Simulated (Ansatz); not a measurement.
System: TiO2, charge 0, multiplicity 1. SMILES: [O]=[Ti]=[O]
Geometry: optimised at B3LYP-D3(BJ)/def2-TZVP (Ansatz, a quantum-chemistry and plane-wave program).

Quantity: size of the dipole moment, in D. Set-up: spin-orbit terms left out; non-relativistic; 6-31G* and kin with 6d, 5d where marked; dispersion terms only where a functional's name holds one; LANL2DZ with its own core potentials from Na on. Ab initio and DFT rows: single points at B3LYP-D3(BJ) geometries (Ansatz).

| level | program | size of the dipole moment (D) |
|---|---|---|
| B3LYP/STO-3G | Ansatz | 4.84 |
| B3LYP/3-21G | Ansatz | 6.30 |
| B3LYP/LANL2DZ | Ansatz | 6.80 |
| B3LYP/6-31G | Ansatz | 6.75 |
| B3LYP/6-31G* | Ansatz | 6.61 |
| B3LYP/def2-SVP | Ansatz | 6.54 |
| B3LYP/6-31G* with LANL2DZ past Ar | Ansatz | 6.43 |

No value to compare with is used here. The 7 habitual levels span 4.84 (B3LYP/STO-3G) to 6.80 D (B3LYP/LANL2DZ).

The sets are all those run for this method; left out are runs that failed, that the program found above a lower state of the same kind, or whose <S^2> lies over 0.5 above the pure value.
